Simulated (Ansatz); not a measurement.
Basis-set extrapolation for C2H8AlNSi, SMILES `C[C]1(N)[AlH][SiH2]1` (PBE0-D4/def2-TZVP geometry, frozen core, the Gaussian-basis code of Ansatz). Multiplicity 1, RHF reference.

```json
{"": "HF", "def2-TZVPP": "-665.666150", "def2-QZVPP": "-665.688268"}
{"": "MP2 correlation", "def2-TZVPP": "-0.767189", "def2-QZVPP": "-0.818664"}
{"": "CCSD(T) correlation", "def2-TZVPP": "-0.854031", "def2-QZVPP": "not run"}
```

Energies in hartree. Use E(X) = E(∞) + A·exp(−7.88·√X) for Hartree–Fock and E(X) = E(∞) + B·X^(−2.97) for correlation, with X = 3 and 4, and add CCSD(T) minus MP2 of the smaller set to the MP2 limit.

What is the CCSD(T) energy at the basis-set limit?

HF limit: -665.688268 + (-0.022118) × 0.13774 = -665.69131. MP2 limit: -0.818664 + (-0.051475) × 0.74074 = -0.85679. Higher-order term: -0.854031 − (-0.767189) = -0.08684. Total: -666.63494 hartree, 72.0 kcal/mol below CCSD(T)/def2-TZVPP.
